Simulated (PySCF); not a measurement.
AlOBr, SMILES [O]=[Al][Br]. Atoms are numbered in the order given.

```xyz
3

Al     0.0000     0.0000    -1.1564
O      0.0000     0.0000    -2.7558
Br     0.0000     0.0000     1.0594
```

Geometry: r2SCAN-D4/def2-TZVP.

Level of theory: C-PCM-ωB97X/def2-SVP in PySCF.

The values are the electrostatic part of the solvation free energy, E(continuum) − E(gas) at the gas-phase geometry, in a cavity of scaled van der Waals radii (PySCF's table); cavitation and dispersion terms are not included. A continuum can't describe solvent molecules that bind to the metal. In vacuum the orbital gap is 9.57 eV. The dipole moment in vacuum is 3.87 D.

| solvent | ε | ΔG(elec) (kcal/mol) | dipole (D) | gap (eV) |
|---|---|---|---|---|
| water | 78.36 | -15.7 | 4.87 | 10.23 |
| 2-propanol | 19.26 | -14.9 | 4.82 | 10.20 |
| 1-octanol | 9.86 | -14.0 | 4.77 | 10.16 |
